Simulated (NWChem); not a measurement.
ZnHSI; SMILES [SH][Zn][I]

```xyz
4

Zn     0.0781     0.9954     0.0001
I     -0.1451    -1.4229    -0.0002
S      0.2936     3.1600     0.0005
H     -1.0467     3.3476    -0.0041
```
Atoms are numbered in this order, from 1.

Level: PBE0/def2-SVP with def2 effective core potentials on I (NWChem), optimised geometry, unscaled harmonic frequencies. def2 effective core potentials on I; no spin-orbit coupling.

Task: List the harmonic frequencies with IR intensities, and the thermochemistry.

Result: 
```tsv
frequency (cm⁻¹)	IR intensity (km/mol)
78	8.3
83	8.9
219	5.1
428	49.5
632	6.2
2704	1.0
```

```json
{
  "zero_point_energy": "5.9 kcal/mol",
  "thermal correction to the enthalpy at 298.15 K (with zero-point energy)": "9.9 kcal/mol",
  "heat capacity Cv": "14.1 cal/(mol K)",
  "entropy at 298.15 K and 1 atm (symmetry number 1)": "78.1 cal/(mol K)"
}
```

Rigid rotor and harmonic oscillator; modes under 100 cm⁻¹ make the entropy uncertain.
